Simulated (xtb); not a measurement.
xtb input (GFN1-xTB):

```bash
xtb mol.xyz --gfn 1 --opt tight --chrg 0 --uhf 0
```
mol.xyz:
```
7

N      1.62579679    -0.28851070     0.23095717
Si    -0.00791811     0.00083750    -0.00231280
F     -0.60829860    -0.50866620    -1.37688846
F     -0.84195332    -0.72707808     1.12503755
F     -0.28170644     1.55651215     0.03389430
H      1.97770507    -1.17829524     0.54164024
H      2.34019625     0.29923431    -0.16435174
```

Output:

```
           -------------------------------------------------
          |                Calculation Setup                |
           -------------------------------------------------

           -------------------------------------------------
          |                 G F N 1 - x T B                 |
           -------------------------------------------------

        Reference                      10.1021/acs.jctc.7b00118
      * Hamiltonian:
        H0-scaling (s, p, d)           1.850000    2.250000    2.000000
        zeta-weighting                 0.000000
      * Dispersion:
        s8                             2.400000
        a1                             0.630000
        a2                             5.000000
        s9                             0.000000
      * Repulsion:
        kExp                           1.500000
        rExp                           1.000000
      * Coulomb:
        alpha                          2.000000
        third order                    atomic
        anisotropic                    false
      * Halogen bond correction:
        rad-scale                      1.300000
        damping                        0.440000

          ...................................................
          :                      SETUP                      :
          :.................................................:
          :  # basis functions                  30          :
          :  # atomic orbitals                  29          :
          :  # shells                           15          :
          :  # electrons                        32          :
          :  # halogen bonds                     0          :
          :  max. iterations                   250          :
          :  Hamiltonian                  GFN1-xTB          :
          :  restarted?                      false          :
          :  GBSA solvation                  false          :
          :  PC potential                    false          :
          :  electronic temp.          300.0000000     K    :
          :  accuracy                    1.0000000          :
          :  -> integral cutoff          0.2500000E+02      :
          :  -> integral neglect         0.1000000E-07      :
          :  -> SCF convergence          0.1000000E-05 Eh   :
          :  -> wf. convergence          0.2000000E-04 e    :
          :  Broyden damping             0.4000000          :
          :  net charge                          0          :
          :  unpaired electrons                  0          :
          ...................................................

 iter      E             dE          RMSdq      gap      omega  full diag
   1    -21.9083515 -0.219084E+02  0.808E+00    7.43       0.0  T
   2    -21.9123702 -0.401877E-02  0.481E+00    7.70       1.0  T
   3    -21.9061934  0.617686E-02  0.720E-01    7.78       1.0  T
   4    -21.9128627 -0.666934E-02  0.227E-01    7.81       1.0  T
   5    -21.9133925 -0.529821E-03  0.664E-02    7.79       1.0  T
   6    -21.9133955 -0.296554E-05  0.373E-03    7.79      10.1  T
   7    -21.9133957 -0.228486E-06  0.104E-03    7.79      36.3  T
[...]
           -------------------------------------------------
          |                Property Printout                |
           -------------------------------------------------

    * Orbital Energies and Occupations

         #    Occupation            Energy/Eh            Energy/eV
      -------------------------------------------------------------
         1        2.0000           -0.8386057             -22.8196
       ...           ...                  ...                  ...
         4        2.0000           -0.7526516             -20.4807
         5        2.0000           -0.5921919             -16.1144
         6        2.0000           -0.5661211             -15.4049
         7        2.0000           -0.5609199             -15.2634
         8        2.0000           -0.5600962             -15.2410
         9        2.0000           -0.5594995             -15.2248
        10        2.0000           -0.5439260             -14.8010
        11        2.0000           -0.5383666             -14.6497
        12        2.0000           -0.5282369             -14.3741
        13        2.0000           -0.5245403             -14.2735
        14        2.0000           -0.5228578             -14.2277
        15        2.0000           -0.5115213             -13.9192
        16        2.0000           -0.4299614             -11.6998 (HOMO)
        17                         -0.1464473              -3.9850 (LUMO)
        18                         -0.1018586              -2.7717
        19                         -0.0504969              -1.3741
        20                         -0.0442566              -1.2043
        21                         -0.0276593              -0.7526
        22                         -0.0018712              -0.0509
        23                          0.2025554               5.5118
        24                          0.2075549               5.6479
        25                          0.3217994               8.7566
        26                          0.4965063              13.5106
        27                          0.7702541              20.9597
       ...                                ...                  ...
        29                          1.1859078              32.2702
Note: The following floating-point exceptions are signalling: IEEE_DENORMAL
normal termination of xtb
      -------------------------------------------------------------
                  HL-Gap            0.2835140 Eh            7.7148 eV
             Fermi-level           -0.2882044 Eh           -7.8424 eV

  Mulliken/CM5 charges         n(s)   n(p)   n(d)
     1N    -0.45015 -0.86705   1.399  4.051  0.000
     2Si    0.66332  0.61639   0.812  1.264  1.261
     3F    -0.22110 -0.19665   1.754  5.467  0.000
     4F    -0.21424 -0.18912   1.753  5.461  0.000
     5F    -0.21424 -0.18912   1.753  5.461  0.000
     6H     0.21821  0.41277   0.782  0.000  0.000
     7H     0.21821  0.41277   0.782  0.000  0.000

Wiberg/Mayer (AO) data.
largest (>0.10) Wiberg bond orders for each atom

 ---------------------------------------------------------------------------
     #   Z sym  total        # sym  WBO       # sym  WBO       # sym  WBO
 ---------------------------------------------------------------------------
     1   7 N    3.232 --     2 Si   1.326     6 H    0.911     7 H    0.911
     2  14 Si   5.125 --     1 N    1.326     5 F    1.252     4 F    1.252
                             3 F    1.229
     3   9 F    1.323 --     2 Si   1.229
     4   9 F    1.335 --     2 Si   1.252
     5   9 F    1.335 --     2 Si   1.252
     6   1 H    0.953 --     1 N    0.911
     7   1 H    0.953 --     1 N    0.911
 ---------------------------------------------------------------------------

Topologies differ in total number of bonds
Writing topology from bond orders to xtbtopo.mol

 dipole moment from electron density (au)
     X       Y       Z
   1.2798  -0.2788   0.0736  total (Debye):    3.335

           -------------------------------------------------
          |                Geometry Summary                 |
           -------------------------------------------------

      molecular mass/u    :      101.1032929
   center of mass at/Å    :       -0.0728618       0.0112788      -0.0138062
  moments of inertia/u·Å² :        0.1230411E+03   0.1290217E+03   0.1363205E+03
rotational constants/cm⁻¹ :        0.1370081E+00   0.1306573E+00   0.1236618E+00

 * 6 selected distances

     #   Z          #   Z                                           value/Å
     1   7 N        2  14 Si                                      1.7005082 (max)
     2  14 Si       3   9 F                                       1.5852055
     2  14 Si       4   9 F                                       1.5758547
     2  14 Si       5   9 F                                       1.5758547
     1   7 N        6   1 H                                       1.0047731 (min)
     1   7 N        7   1 H                                       1.0047731

 * 3 distinct bonds (by element types)

   Z      Z             #   av. dist./Å        max./Å        min./Å
   1 H    7 N           2     1.0047731     1.0047731     1.0047731
   7 N   14 Si          1     1.7005082     1.7005082     1.7005082
   9 F   14 Si          3     1.5789717     1.5852055     1.5758547

optimized geometry written to: xtbopt.xyz

           -------------------------------------------------
          | TOTAL ENERGY              -21.814772952395 Eh   |
          | GRADIENT NORM               0.000172007923 Eh/α |
          | HOMO-LUMO GAP               7.714809680208 eV   |
           -------------------------------------------------

------------------------------------------------------------------------
------------------------------------------------------------------------
 total:
 SCF:
 ANC optimizer:
```
